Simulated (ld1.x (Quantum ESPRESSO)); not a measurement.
## Which change was made? (H, TM)

- Element: H
- Generator: ld1.x (Quantum ESPRESSO) 7.5
- Type: norm-conserving Troullier–Martins (Kleinman–Bylander form)
- Functional: LDA (PZ)
- Relativity: scalar-relativistic
- Frozen core: none
- Valence charge: 1
- Reference configuration: 1s0.5 (charge +0.5)
- Partial waves: 1s (bound): rc 1.00 bohr; 2p channel at -0.15 Ry: rc 0.90 bohr
- Local potential: all-electron potential smoothed inside 0.75 bohr (lloc = -2)
- Core correction: none

Cutoffs, loose and tight: the cutoffs (Ry, on a coarse ladder) from which the occupation-weighted sum of valence levels, in a spherical-Bessel basis at the reference potential, stays within 10 and 1 mRy of its value at 400 Ry. They do not see the model core or the augmentation charge, which bear on the density cutoff. Test errors are all-electron minus pseudo excitation energies from the reference, over the configurations 1s1 (two spin-polarised tests are not counted in the largest error); variants that change the core or the reference have their own tests.

The base gives: outcome: generated; cutoff, loose: 21 Ry; cutoff, tight: 40 Ry; bound ghosts: none.

(1) After one change the result is: outcome: generated; cutoff, loose: 18 Ry; cutoff, tight: 35 Ry; bound ghosts: none. Which change was it?
A. all radii scaled by about 0.78 (s 0.78, p 0.70 bohr); local potential all-electron potential smoothed inside 0.58 bohr (lloc = -2)
B. type PAW; waves now 1s (bound): rcut 0.85, rcutus 1.00 bohr; 1s channel at 2.75 Ry: rcut 0.85, rcutus 1.00 bohr; 2p channel at -0.15 Ry: rcut 0.80, rcutus 0.90 bohr; 2p channel at 0.85 Ry: rcut 0.80, rcutus 0.90 bohr; local potential all-electron potential smoothed inside 0.85 bohr (lloc = -1); augmentation BESSEL, radius 0.65 bohr
C. wave 1s (bound): rc 1.00 bohr becomes 1s (bound): rc 1.18 bohr

Answers

(1) C. The others give: type PAW; waves now 1s (bound): rcut 0.85, rcutus 1.00 bohr; 1s channel at 2.75 Ry: rcut 0.85, rcutus 1.00 bohr; 2p channel at -0.15 Ry: rcut 0.80, rcutus 0.90 bohr; 2p channel at 0.85 Ry: rcut 0.80, rcutus 0.90 bohr; local potential all-electron potential smoothed inside 0.85 bohr (lloc = -1); augmentation BESSEL, radius 0.65 bohr → outcome: generated; cutoff, loose: 15 Ry; cutoff, tight: 35 Ry; bound ghosts: none | all radii scaled by about 0.78 (s 0.78, p 0.70 bohr); local potential all-electron potential smoothed inside 0.58 bohr (lloc = -2) → outcome: generated; cutoff, loose: 25 Ry; cutoff, tight: 55 Ry; bound ghosts: none.
